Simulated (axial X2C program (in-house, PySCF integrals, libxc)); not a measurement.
**Nuclear properties of Sn₂**

Computed with an in-house all-electron X2C program for linear molecules (integrals from PySCF): two-component X2C with atomic mean-field Coulomb and Gaunt terms, Gaussian nuclei, basis Sn dyall-cv3z with contracted cores.

R = 2.762 Å (near the PBE0 minimum at charge 0 of the determinant lowest at the starting distance; the state shown can have its own minimum elsewhere).

Determinant lowest in the PBE0 search, Ω = 1 (⟨Sz⟩ = 1.04, ⟨Lz⟩ = -0.04 at PBE0), spin on the atoms Sn 0.52, Sn 0.52:

```tsv
level	A∥/gI Sn (MHz)	qzz Sn (a.u.)
PBE0	-532	-6.32
HF	-1060	-4.92
TPSSh	-485	-6.26
PBE	-488	-6.20
r2SCAN	-597	-6.46
```

Determinant 0.22 eV from it at PBE0 and this distance, Ω = 0 (closed shell), highest spinor 95% Sn p:

```tsv
level	qzz Sn (a.u.)
PBE0	-6.17
HF	-6.61
TPSSh	-6.07
PBE	-5.99
r2SCAN	-6.19
```

A∥ (defined per Ω) follows by multiplying with gI = μI/(I μN); qzz is the electric field gradient, eQq0 = 234.96 MHz × Q/barn × qzz. The operators were transformed with the bare-nucleus X2C matrices; with these basis sets, hyperfine constants and field gradients can be off by tens of per cent, and where levels differ in sign neither size nor sign is settled.

Each state is one determinant with collinear spin, which with several unpaired electrons need not be a pure state. Unrestricted Hartree–Fock can overshoot spin polarisation at the nuclei. A closed determinant beside an open π² or δ² triplet, such as (π1/2)², mixes with its partner pair into the 0⁺ component of the triplet and ¹Σ⁺, so its energy is not that of a level, and 0⁺ can lie lowest. With several open shells hyperfine constants can be off by a factor of several. Open-shell Ω = 0 determinants with evenly filled partner blocks cannot be reached by this program, so the Ω shown need not be the lowest component. States lie within half an eV, so the first need not be the ground state. Further determinants of the search, some of them spin-mixed, are not shown. Where a field gradient or hyperfine factor spreads by more than a factor of two over the levels, a constant derived from it is not to be relied on. PBE0 term energies can be off by some tenths of an eV.
